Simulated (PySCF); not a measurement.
## Dipole response of Ar²⁺ (argon, charge +2)

[Ne] 3s2 3p4, high-spin 3P determinant. Calculation: PySCF 2.14, in aug-cc-pwCVTZ; the non-relativistic Hamiltonian (point nucleus). Coupled (time-dependent) response in atomic units; α is the mean over directions.

```tsv
method	mean α (bohr³)	α xx, yy, zz	C₆ (like pair)	S(−4)
UHF	4.804	4.869, 4.674, 4.869	16.84	5.673
PBE	4.841	4.871, 4.780, 4.871	17.01	5.732
PBE0	4.807	4.847, 4.726, 4.847	16.85	5.639
BHandHLYP	4.798	4.844, 4.708, 4.844	16.80	5.604
M06-L	4.720	4.763, 4.633, 4.763	16.71	5.268
```

S(−4) is the Cauchy moment in α(ω) = α(0) + S(−4) ω² + …

α(iu) at PBE0:

| u (hartree) | α(iu) (bohr³) |
| --- | --- |
| 0 | 4.807 |
| 0.0500 | 4.793 |
| 0.100 | 4.751 |
| 0.200 | 4.593 |
| 0.300 | 4.355 |
| 0.500 | 3.747 |
| 0.750 | 2.964 |
| 1.00 | 2.310 |
| 1.50 | 1.442 |
| 2.00 | 0.9647 |
| 3.00 | 0.5177 |
| 5.00 | 0.2298 |

A single London oscillator, α(iu) = α/(1 + u²/ω²), gives C₆ = (3/4) ω α². Matching the computed C₆ needs ω = 4 × 16.85 / (3 × 4.807²) = 0.972 hartree.

For an ion, C₆ is the dispersion term alone; charge-induced terms of lower order in 1/R come first.

The components differ because the open shell of this determinant is not spherical; for a pure term their mean is the scalar polarisability.
